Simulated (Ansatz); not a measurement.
`[F][Sc]([F])[Cl]`, charge 0, multiplicity 1.

Task: Give a relaxed structure at PBE0-D4/def2-TZVP (Ansatz 0.2.0). (Best estimate.)

Result: The calculation gave: 
Z-matrix (Å, degrees):
```
Sc
F 1 1.825
Cl 1 2.297 2 121.1
F 1 1.825 2 117.7 3 180.0
```
Point group C2v.
